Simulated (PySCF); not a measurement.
trifluoromethoxyethane (C3H5F3O), SMILES CCOC(F)(F)F.

Geometry optimised at ωB97X-D3(BJ)/def2-SVP. Other conformers were not sampled.

Calculation: PySCF 2.14.0 with ωB97X-D3(BJ)/def2-SVP.

Harmonic, unscaled wavenumbers; measured fundamentals usually lie a few per cent lower.

| mode | ν (cm⁻¹) | IR (km/mol) | moving atoms (share of kinetic energy) |
|---|---|---|---|
| 1 | 33 | 0.5 | H 43 %, C 41 %, F 12 % |
| 2 | 108 | 2.6 | F 40 %, O 26 %, H 21 %, C 13 % |
| 3 | 192 | 0.6 | F 43 %, C 25 %, O 17 %, H 15 % |
| 4 | 255 | 0.5 | H 86 %, C 8 % |
| 5 | 359 | 8.9 | C 53 %, H 24 %, F 23 % |
| 6 | 442 | 3.3 | F 72 %, C 13 %, O 10 % |
| 7 | 444 | 0.2 | F 74 %, O 24 % |
| 8 | 605 | 3.9 | F 70 %, C 19 % |
| 9 | 630 | 4.0 | F 75 %, O 17 % |
| 10 | 693 | 2.6 | F 59 %, O 26 %, C 11 % |
| 11 | 826 | 1.2 | H 92 % |
| 12 | 870 | 6.1 | F 43 %, O 23 %, H 22 %, C 12 % |
| 13 | 989 | 10.8 | H 30 %, C 29 %, F 22 %, O 18 % |
| 14 | 1127 | 20.8 | C 53 %, H 33 %, O 10 % |
| 15 | 1150 | 29.9 | C 44 %, O 27 %, H 24 % |
| 16 | 1186 | 1.5 | H 61 %, C 36 % |
| 17 | 1230 | 379.0 | C 76 %, F 19 % |
| 18 | 1307 | 386.8 | C 70 %, O 15 %, F 10 % |
| 19 | 1314 | 8.9 | H 88 %, C 9 % |
| 20 | 1356 | 601.7 | C 62 %, H 19 %, O 10 %, F 9 % |
| 21 | 1403 | 127.6 | H 69 %, C 28 % |
| 22 | 1459 | 27.7 | H 63 %, C 33 % |
| 23 | 1465 | 7.3 | H 97 % |
| 24 | 1491 | 6.1 | H 88 %, C 12 % |
| 25 | 1519 | 3.1 | H 90 %, C 9 % |
| 26 | 3080 | 12.6 | H 97 % |
| 27 | 3086 | 16.7 | H 95 % |
| 28 | 3146 | 10.8 | H 90 %, C 10 % |
| 29 | 3182 | 11.2 | H 90 %, C 10 % |
| 30 | 3185 | 15.3 | H 90 %, C 10 % |
